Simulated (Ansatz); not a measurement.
```yaml
crystal:
  periodic: [false, false, false]
  atoms:
    - {symbol: Sn, position_ang: [-3.895840, -0.782199, -2.246741]}
    - {symbol: Sn, position_ang: [-0.847828, -0.849213, -5.422219]}
    - {symbol: Sn, position_ang: [-0.776837, -3.896736, -2.249087]}
    - {symbol: Sn, position_ang: [-0.809349, -0.812110, 0.859627]}
    - {symbol: Sn, position_ang: [2.356447, -0.765929, -2.313327]}
    - {symbol: Sn, position_ang: [-1.082614, -1.087823, 5.397880]}
    - {symbol: Sn, position_ang: [2.568957, -0.725388, 2.852875]}
    - {symbol: Sn, position_ang: [-0.767884, 2.355194, -2.311441]}
    - {symbol: Sn, position_ang: [2.849060, 2.850562, 0.372416]}
    - {symbol: Sn, position_ang: [-0.724881, 2.565058, 2.853969]}
    - {symbol: Sn, position_ang: [-2.380032, -2.382023, -3.808601]}
    - {symbol: Sn, position_ang: [-2.321093, 0.822068, -0.709369]}
    - {symbol: Sn, position_ang: [-2.417996, 0.787104, 3.990212]}
    - {symbol: Sn, position_ang: [0.724302, 0.725450, -3.881135]}
    - {symbol: Sn, position_ang: [0.825950, -2.321234, -0.710837]}
    - {symbol: Sn, position_ang: [1.886084, 1.884896, 2.718655]}
    - {symbol: Sn, position_ang: [4.077408, 0.899959, -1.049834]}
    - {symbol: Sn, position_ang: [0.793108, -2.420770, 3.989003]}
    - {symbol: Sn, position_ang: [0.897014, 4.077629, -1.048788]}
    - {symbol: H, position_ang: [-4.895067, 0.165680, -3.193299]}
    - {symbol: H, position_ang: [-4.880030, -1.699016, -1.259373]}
    - {symbol: H, position_ang: [-1.809677, 0.089945, -6.409991]}
    - {symbol: H, position_ang: [0.091701, -1.809757, -6.411080]}
    - {symbol: H, position_ang: [-1.692044, -4.881944, -1.261377]}
    - {symbol: H, position_ang: [0.171744, -4.894619, -3.196378]}
    - {symbol: H, position_ang: [-1.906858, -1.911035, 1.527460]}
    - {symbol: H, position_ang: [3.246293, -1.782703, -3.304879]}
    - {symbol: H, position_ang: [-2.151044, -2.157618, 6.096531]}
    - {symbol: H, position_ang: [-0.297827, -0.302321, 6.642351]}
    - {symbol: H, position_ang: [2.889860, -1.211885, 1.288915]}
    - {symbol: H, position_ang: [4.019982, -0.824571, 3.677843]}
    - {symbol: H, position_ang: [-1.786348, 3.244334, -3.301913]}
    - {symbol: H, position_ang: [4.008966, 4.012234, 0.707907]}
    - {symbol: H, position_ang: [-1.212193, 2.885735, 1.290225]}
    - {symbol: H, position_ang: [-0.825557, 4.015741, 3.679412]}
    - {symbol: H, position_ang: [-3.373478, -3.376372, -4.716598]}
    - {symbol: H, position_ang: [-3.328815, 1.772029, 0.227334]}
    - {symbol: H, position_ang: [-3.367160, 0.083010, 2.817988]}
    - {symbol: H, position_ang: [-3.443729, 1.614345, 5.016142]}
    - {symbol: H, position_ang: [1.683869, 1.686248, -4.862316]}
    - {symbol: H, position_ang: [1.777696, -3.328052, 0.224985]}
    - {symbol: H, position_ang: [5.113394, 0.052499, -0.054053]}
    - {symbol: H, position_ang: [5.018859, 1.621131, -2.227374]}
    - {symbol: H, position_ang: [0.089838, -3.370554, 2.816761]}
    - {symbol: H, position_ang: [1.621942, -3.445591, 5.014547]}
    - {symbol: H, position_ang: [0.049248, 5.112205, -0.051767]}
    - {symbol: H, position_ang: [1.617064, 5.020224, -2.226084]}
    - {symbol: H, position_ang: [2.664548, 2.663639, 3.980408]}
basis:
  gaussian: {orbitals: def2-SVP, fitting: {mean_field: def2-universal-jkfit}}
total_charge: 1
hamiltonian: {xc: {name: PBE0}}
output: {forces: true}
```

```sh
$ ansatz run in.yaml --threads 4 --pin off --events-out ev --progress --plain --max-ram 46080MiB --backend cuda --devices 0, --max-vram 37GiB
```

It prints (some lines left out):

```
Functional definition: PBE0
4664 factors; integrals over basis functions are off by at most 3.0e-1 eV
mean field evaluation 1: about -111269.5032 eV, gradient 2.5e1 eV
mean field evaluation 2: about -111267.7155 eV, gradient 3.1e1 eV
mean field evaluation 4: about -111271.4768 eV, gradient 3.2e0 eV
mean field evaluation 8: about -111271.4875 eV, gradient 5.4e-1 eV
mean field evaluation 16: about -111271.4891 eV, gradient 6.6e-4 eV
mean field -111271.48907383 eV, -4089.1518009392 hartree, gradient 4.7e-5 eV, S^2 0.000000; 0 other end points of the search recorded, 0 dependent functions left out
reference -111271.48916891 eV, -4089.1518044333 hartree; 223, 223 occupied and 416, 416 virtual orbitals, 4664 factors
Total energy: -111271.48916891 eV, -4089.1518044333 hartree
Atom 0 force    -0.201658    -0.623844    -0.112706 eV/Å
Atom 1 force     0.051909     0.053519    -0.178922 eV/Å
Atom 2 force    -0.624484    -0.202195    -0.111748 eV/Å
Atom 3 force    -0.317661    -0.318447    -0.489916 eV/Å
Atom 4 force     0.166294     0.178178    -0.047779 eV/Å
Atom 5 force    -0.094340    -0.093853     0.123827 eV/Å
Atom 6 force     0.147460    -0.058547     0.137452 eV/Å
Atom 7 force     0.176390     0.165652    -0.050247 eV/Å
Atom 8 force     0.028497     0.027034    -0.064326 eV/Å
Atom 9 force    -0.058493     0.147338     0.138646 eV/Å
Atom 10 force     0.044050     0.042457    -0.186957 eV/Å
Atom 11 force     0.043462     0.793696     0.173483 eV/Å
Atom 12 force    -0.159280     0.000054     0.267139 eV/Å
Atom 13 force    -0.053429    -0.054001    -0.134532 eV/Å
Atom 14 force     0.793304     0.044319     0.172439 eV/Å
Atom 15 force     0.136531     0.137438    -0.072016 eV/Å
Atom 16 force     0.108552     0.026384     0.070628 eV/Å
Atom 17 force     0.000521    -0.159230     0.266808 eV/Å
Atom 18 force     0.025802     0.108180     0.072267 eV/Å
Atom 19 force    -0.255275     0.593733    -0.254781 eV/Å
Atom 20 force    -0.390323    -0.357162     0.490645 eV/Å
Atom 21 force    -0.446225     0.408018    -0.367537 eV/Å
Atom 22 force     0.407305    -0.444788    -0.365466 eV/Å
Atom 23 force    -0.356982    -0.392868     0.491548 eV/Å
Atom 24 force     0.593672    -0.254080    -0.254952 eV/Å
Atom 25 force    -0.247396    -0.248404     0.639351 eV/Å
Atom 26 force     0.290443    -0.485459    -0.339644 eV/Å
Atom 27 force    -0.478571    -0.479124     0.244585 eV/Å
Atom 28 force     0.380521     0.380346     0.493382 eV/Å
Atom 29 force     0.144975    -0.219432    -0.701022 eV/Å
Atom 30 force     0.508344    -0.020443     0.370160 eV/Å
Atom 31 force    -0.485893     0.289992    -0.339494 eV/Å
Atom 32 force     0.438798     0.438572     0.148044 eV/Å
Atom 33 force    -0.219941     0.145156    -0.701133 eV/Å
Atom 34 force    -0.020787     0.507936     0.369923 eV/Å
Atom 35 force    -0.405980    -0.406508    -0.256149 eV/Å
Atom 36 force    -0.427979     0.306242     0.378615 eV/Å
Atom 37 force    -0.446627    -0.342577    -0.576906 eV/Å
Atom 38 force    -0.365716     0.360295     0.381026 eV/Å
Atom 39 force     0.378776     0.379599    -0.345546 eV/Å
Atom 40 force     0.306705    -0.428303     0.378408 eV/Å
Atom 41 force     0.415521    -0.401104     0.438340 eV/Å
Atom 42 force     0.327625     0.290577    -0.530493 eV/Å
Atom 43 force    -0.342175    -0.446427    -0.576520 eV/Å
Atom 44 force     0.360845    -0.365647     0.380857 eV/Å
Atom 45 force    -0.401417     0.414948     0.437993 eV/Å
Atom 46 force     0.289523     0.327790    -0.530572 eV/Å
Atom 47 force     0.234805     0.234989     0.523801 eV/Å
Dipole moment:    -0.444920    -0.444785     0.126456 e Å
```

It took 12 s on 4 threads of AMD EPYC 7R13 on a shared host and a share (37 GiB) of an NVIDIA H100 80GB HBM3, peak host memory 3.7 GiB.

In the def2 sets Sn takes a core potential; there is no spin–orbit coupling.

The dipole of an ion depends on the origin.
